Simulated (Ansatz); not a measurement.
Ansatz (a quantum-chemistry and plane-wave program) input:

Ansatz 0.2 input:
```yaml
crystal:
  periodic: [false, false, false]
  atoms:
    - {symbol: Si, position_ang: [-0.06606155, 0.05662341, 0.40350576]}
    - {symbol: N, position_ang: [-0.69551519, 1.37446662, -0.52737270]}
    - {symbol: N, position_ang: [-0.82669864, -1.39350466, -0.16042434]}
    - {symbol: N, position_ang: [1.62576158, -0.06971596, 0.05532449]}
    - {symbol: H, position_ang: [-1.49908466, 1.89318240, -0.20915220]}
    - {symbol: H, position_ang: [-0.03876551, 1.96963196, -1.01087992]}
    - {symbol: H, position_ang: [-0.94886850, -2.18392338, 0.45306325]}
    - {symbol: H, position_ang: [-1.59726471, -1.30419889, -0.80662365]}
    - {symbol: H, position_ang: [2.30624032, 0.41220745, 0.62167487]}
    - {symbol: H, position_ang: [1.97777045, -0.95834923, -0.26985517]}
basis:
  gaussian:
    orbitals: def2-TZVPD
hamiltonian:
  xc: {name: B97M-V}
magnetization: {spin_polarized: true, initial_magnetization: 1}
output: {forces: true}
```

**Question.** Predict the final energy.

**Answer.** -457.38726 Eh (B97M-V/def2-TZVPD). The basis has 208 functions.

It need not be the lowest isomer of its formula.
